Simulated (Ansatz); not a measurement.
Reaction (ligand exchange at the Al–Cl bond): `[NH2][Al]([Cl])[Cl]` + NH₃ → `[NH2][Al]([NH2])[Cl]` + HCl

Calculated with Ansatz (gas phase, PBE0-D4/def2-TZVP geometries, no zero-point term in ΔE). CCSD(T)/CBS is the MP2 limit (def2-TZVPP, def2-QZVPP) plus CCSD(T) − MP2 in def2-TZVPP, frozen cores. This one scheme is used for every species. Functionals use def2-TZVPP. One conformer a species, not always the lowest.

`[NH2][Al]([Cl])[Cl]`:

Cartesian coordinates in Å:
```
N -0.117 -0.017 1.025
Al 0.081 0.012 -0.711
Cl -0.992 -1.313 -1.905
Cl 1.393 1.370 -1.588
H -0.732 -0.644 1.516
H 0.367 0.592 1.662
```

NH₃:

Cartesian coordinates in Å:
```
N -0.174 -0.221 -0.011
H -0.615 0.620 -0.361
H 0.129 -0.026 0.936
H 0.660 -0.373 -0.564
```

`[NH2][Al]([NH2])[Cl]`:

Z-matrix (Å, degrees):
```
N
Al 1 1.758
H 1 1.006 2 123.6
H 1 1.006 2 125.8 3 -180.0
N 2 1.758 1 123.5 3 -180.0
Cl 2 2.099 1 118.2 3 0.0
H 5 1.006 2 125.8 1 0.0
H 5 1.006 2 123.6 1 180.0
```

HCl:

Cartesian coordinates in Å:
```
Cl -0.394 0.457 -0.212
H 0.394 -0.457 0.212
```

| species | r2SCAN energy (Eh) |
| --- | --- |
| `[NH2][Al]([Cl])[Cl]` | -1218.92224 |
| NH₃ | -56.54856 |
| `[NH2][Al]([NH2])[Cl]` | -814.65545 |
| HCl | -460.78587 |

Work out ΔE.

ΔE = (-814.65545) + (-460.78587) − (-1218.92224) − (-56.54856) = 0.02948 Eh = +0.80 eV. CCSD(T)/CBS gives +0.77 eV.

Largest T1 diagnostic among the species: 0.009.

In def2-TZVPP, CCSD(T) changes the Hartree–Fock value by −0.08 eV (the triples alone add +0.00 eV) and MP2 by −0.05 eV. At CCSD(T), def2-SVP lies +0.03 eV from the extrapolated value and def2-TZVPP −0.02 eV.
